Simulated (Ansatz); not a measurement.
One group Y is varied and pulled off as a radical: Y-Ge(OH)3. All species are isolated molecules in the gas phase. Each species was relaxed from one start; no search for lower structures was made at this level. Strings in code marks are SMILES.

Level of theory: PBE-D3(BJ)/def2-TZVP // B3LYP-D3(BJ)/def2-SVP (Ansatz, a first-principles code). All candidates: neutral, multiplicity 1. 

```yaml
LUMO: -0.73 eV
HOMO: -6.55 eV
HOMO–LUMO gap: 5.81 eV
```

Identify which member has these values.
A) `[CH3][Ge]([OH])([OH])[OH]`
B) `[OH][Ge]([OH])([OH])[CH2]C(F)(F)F`
C) `CCC[CH2][Ge]([OH])([OH])[OH]`
D) `C[CH](C)[Ge]([OH])([OH])[OH]`

D, `C[CH](C)[Ge]([OH])([OH])[OH]`. The others give `[OH][Ge]([OH])([OH])[CH2]C(F)(F)F`: -0.96 eV, -7.30 eV, 6.34 eV; `[CH3][Ge]([OH])([OH])[OH]`: -0.72 eV, -6.88 eV, 6.16 eV; `CCC[CH2][Ge]([OH])([OH])[OH]`: -0.69 eV, -6.67 eV, 5.98 eV
